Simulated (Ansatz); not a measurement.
Input and output for CHBFNSe, SMILES `FC1=NB[Se]1`.

```yaml
crystal:
  periodic: [false, false, false]
  atoms:
    - {symbol: F, position_ang: [1.306078, -1.788395, -0.306432]}
    - {symbol: C, position_ang: [0.552071, -0.741846, -0.141875]}
    - {symbol: N, position_ang: [-0.345956, -0.611363, 0.745581]}
    - {symbol: B, position_ang: [-0.667117, 0.725202, 0.262896]}
    - {symbol: Se, position_ang: [0.667177, 0.840351, -1.246734]}
    - {symbol: H, position_ang: [-1.470152, 1.511951, 0.640362]}
basis:
  gaussian: {orbitals: cc-pVDZ}
hamiltonian: {xc: {name: PBE0-DH}}
accuracy: high
output: {forces: true}
```

```sh
$ ansatz run in.yaml --threads 2 --pin off --events-out ev --progress --plain --max-ram 4352MiB
```

Shortened log:

```
Functional definition: PBE0-DH
1947 factors; integrals over basis functions are off by at most 4.6e-9 eV
mean field evaluation 1: about -71260.2786 eV, gradient 4.2e1 eV
mean field evaluation 2: about -71260.6591 eV, gradient 4.2e1 eV
mean field evaluation 4: about -71264.2849 eV, gradient 5.0e0 eV
mean field evaluation 8: about -71264.3553 eV, gradient 4.9e-1 eV
mean field evaluation 16: about -71264.3561 eV, gradient 4.6e-4 eV
mean field -71264.35606532 eV, -2618.9167806849 hartree, gradient 3.8e-8 eV, S^2 0.000000; 0 other end points of the search recorded, 0 dependent functions left out
13 core orbitals not correlated: weight in the atoms' cores, before any rotation towards them, 1.000 or more for the frozen orbitals, at most 0.000 for the correlated occupied ones
reference -71264.35606651 eV, -2618.9167807290 hartree; 18, 18 occupied and 57, 57 virtual orbitals, 1947 factors
second order -23.05275829 eV of doubles, -0.00000000 eV of singles
Total energy: -71267.23766130 eV, -2619.0226773841 hartree
Atom 0 at     1.306078    -1.788395    -0.306432 Å, force     0.029194    -0.030781    -0.012053 eV/Å
Atom 1 at     0.552071    -0.741846    -0.141875 Å, force     0.154947     0.044058    -0.194893 eV/Å
Atom 2 at    -0.345956    -0.611363     0.745581 Å, force    -0.196573    -0.023560     0.226471 eV/Å
Atom 3 at    -0.667117     0.725202     0.262896 Å, force     0.178700    -0.091167    -0.135750 eV/Å
Atom 4 at     0.667177     0.840351    -1.246734 Å, force    -0.041709    -0.020917     0.057885 eV/Å
Atom 5 at    -1.470152     1.511951     0.640362 Å, force    -0.124559     0.122367     0.058340 eV/Å
Dipole moment:    -0.007242     0.208767    -0.121636 e Å
```

It took 19 s on 2 threads of an Arm Neoverse V1 on a shared host, with 0.37 GiB of host memory at the peak.
